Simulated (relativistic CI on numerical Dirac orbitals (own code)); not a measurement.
# Magnetism of Er3+, 4f11, in a crystal field

Calculated by Dirac-Coulomb-Breit CI, KLI orbitals optimised for each configuration, a model potential for QED, valence Slater integrals scaled by 0.7, one configuration in a parametric crystal field (own radial code).

Field parameters in Wybourne normalisation; cubic f-shell fields have B⁴₄ = √(5/14) B⁴₀ and B⁶₄ = −√(7/2) B⁶₀. The field is a parameter set, without covalency.

S is read from ⟨S²⟩ = S(S + 1).

Powder χT (cm³ K mol⁻¹) by Van Vleck's formula, with temperature-independent terms:

| Field | 2 K | 5 K | 10 K | 20 K | 50 K | 100 K | 200 K | 300 K |
| --- | --- | --- | --- | --- | --- | --- | --- | --- |
| C2v, B20 = -50, B22 = 60, B40 = -380, B42 = -190, B44 = -180, B60 = -380, B62 = 160, B64 = 70, B66 = -540 cm⁻¹ | 6.46 | 6.77 | 7.28 | 8.1 | 9.5 | 10.5 | 11.1 | 11.2 |
| C2v, B20 = 520, B22 = 90, B40 = -200, B42 = -170, B44 = 750, B60 = -350, B62 = -90, B64 = 140, B66 = -600 cm⁻¹ | 6.53 | 6.84 | 7.36 | 8.24 | 9.46 | 10.3 | 11 | 11.2 |
| D3d, B20 = 40, B40 = -1320, B43 = -210, B60 = 470, B63 = 240, B66 = -780 cm⁻¹ | 5.12 | 5.47 | 6.06 | 7.14 | 9.02 | 10.2 | 10.9 | 11.1 |
| Oh, B40 = 2150, B60 = 480 cm⁻¹ | 4.54 | 4.83 | 5.32 | 6.28 | 8.5 | 10 | 10.8 | 11.1 |
| Oh, B40 = 2310, B60 = 490 cm⁻¹ | 4.54 | 4.85 | 5.35 | 6.34 | 8.55 | 10 | 10.8 | 11.1 |
| Oh, B40 = 490, B60 = 560 cm⁻¹ | 4.48 | 4.68 | 5 | 5.66 | 7.48 | 9.31 | 10.6 | 11 |

For Oh, B40 = 2150, B60 = 480 cm⁻¹: what effective moment follows at 300 K?

μ_eff = √(8χT) = 9.41 μB. The LS value g√(J(J + 1)) of the free ion's 4I°_15/2 level is 9.58 μB.
